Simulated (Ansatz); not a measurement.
Total energies of Na3Sb from Ansatz at PBE0-D4/def2-TZVP, gas phase (1 Eh = 27.2114 eV = 2625.5 kJ/mol). The reference geometry is relaxed at r2SCAN-D4/def2-TZVP.

Cartesian coordinates in Å:
```
Na 0.611 -2.010 1.054
Na -0.570 1.805 1.394
Na -1.149 -0.174 -2.043
Sb 1.108 0.379 -0.405
```

```tsv
state	geometry	energy (Eh)
charge 0 singlet	reference	-726.89986
charge 1 doublet	reference	-726.71210
charge 1 doublet	relaxed at r2SCAN-D4/def2-TZVP	-726.73965
charge 0 triplet	relaxed at r2SCAN-D4/def2-TZVP	-726.86917
charge 0 quintet	relaxed at r2SCAN-D4/def2-TZVP	-726.81698
```

In the def2 sets Sb takes a core potential; there is no spin–orbit coupling.

(1) Work out the vertical ionisation energy to the doublet.

(2) How much does the charge 1 doublet relax, and what is the adiabatic ionisation energy?

(3) Which of the charge 0 states is lowest, and how far above it are the others?

(1) E(charge 1 doublet) − E(charge 0 singlet) = -726.71210 − (-726.89986) = 0.18776 Eh = 5.11 eV. For comparison, −ε of the highest occupied level is 3.88 eV at this level, 1.23 eV less.

(2) Relaxation: -726.71210 − (-726.73965) = 0.02755 Eh = 0.75 eV. Adiabatic ionisation energy: 0.16021 Eh = 4.36 eV, without zero-point energy. 

(3) The singlet. triplet: -726.86917 − (-726.89986) = 0.03069 Eh = 80.6 kJ/mol; quintet: -726.81698 − (-726.89986) = 0.08288 Eh = 217.6 kJ/mol. The quintet differs in its bonds from the reference.

The structure comes from a short search, and lower isomers may exist.
